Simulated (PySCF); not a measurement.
Compound: C7H8NO (doublet state).
Structure used (GFN2-xTB), in Å, numbered top down from 1:
```
atom  x, y, z in Å
C1    -3.3441    0.8664    0.3401
C2    -2.2714    0.0995    0.3740
C3    -1.6361   -0.5184   -0.8422
N4    -0.2416   -0.1693   -0.9461
C5     0.7460   -0.9160   -0.3921
C6     2.0043   -0.4489   -0.2112
C7     3.1440   -0.0234   -0.0331
C8     4.4337    0.4673    0.1771
O9     4.8153    1.6053   -0.0480
H10   -3.7652    1.2950    1.2328
H11   -3.8556    1.0866   -0.5827
H12   -1.7646   -0.1105    1.3067
H13   -1.7073   -1.6095   -0.7822
H14   -2.1538   -0.1841   -1.7460
H15   -0.0322    0.8080   -1.0963
H16    0.4972   -1.9378   -0.1422
H17    5.1245   -0.2980    0.5899
```

The hyperfine couplings belong to this conformer and change with its torsions.

As a line formula: `C=CCN[CH]C#CC=O` [radical].

Method: PySCF 2.14.0, UKS B3LYP, pcH-1 on C H N O, non-relativistic, mean-field spin-orbit, GIAO. One conformer (not necessarily the lowest) at the GFN2-xTB geometry, without solvent, vibrations or thermal averaging. Couplings are sensitive to structure, and on GFN2-xTB geometries they can be far from those on DFT ones. The frame is twisted about the N4–C5 bond at this geometry (dihedral H15–N4–C5–C6 = -9°); couplings at other torsion angles weren't computed. The SCF solution wasn't tested for stability.

(1) What is the g tensor, term by term?

(2) At 9.751 GHz, how far is the centre of the isotropic spectrum from where a free electron (g = 2.002319) resonates?

(3) What are the electron Larmor frequencies g μB B/h along the three axes at 330 mT?

(4) In a frozen sample, at which fields do the three g values resonate at 9.5, 34, 94 and 263 GHz (hyperfine left aside), and which band first spreads them over more than twice a line width of 0.5 mT?

Results:

(1) 
```tsv
Δg (ppm)	1	2	3
relativistic mass correction	-208	-208	-208
gauge correction	-6	41	35
orbital Zeeman/spin–orbit	-15	1664	3926
total	-229	1497	3754
```

So g = 2.00209, 2.00382, 2.00607 and g_iso = 2.00399; the tensor is rhombic: the two nearest values differ by 43 % of g3 − g1. Axes: g3 points within 11° of the C5–H16 bond.

(2) B = hν/(g μB) with μB/h = 13.99624 MHz/mT gives 347.94 mT for the free electron and 347.65 mT at g_iso, 0.29 mT lower.

(3) 9.2472, 9.2551, 9.2656 GHz for g1, g2 and g3, a range of 18.4 MHz.

(4) 
```csv
band,GHz,B(g3) mT,B(g2) mT,B(g1) mT,spread mT
X,9.5,338.35,338.73,339.02,0.67
Q,34.0,1210.93,1212.30,1213.34,2.41
W,94.0,3347.88,3351.65,3354.54,6.66
J,263.0,9366.93,9377.48,9385.57,18.63
```

The spread grows in proportion to the frequency. Q band is the first where it exceeds 1.0 mT.

The Mulliken spin populations are largest on C5 (+0.42), C7 (+0.32), N4 (+0.21) and O9 (+0.20). Four atoms exceed +0.15. The positive populations add up to 1.18 and the negative ones to -0.18, together 2S = 1.

The HOMO–LUMO gaps are 4.20 eV among the α and 3.93 eV among the β orbitals.

Time: 1.8 min wall (grids of density and orbitals included); peak memory 1.1 GiB. Hardware: one thread, Arm Neoverse V2 (aarch64), no GPU, shared host with 32 logical CPUs at a one-minute load of 32.
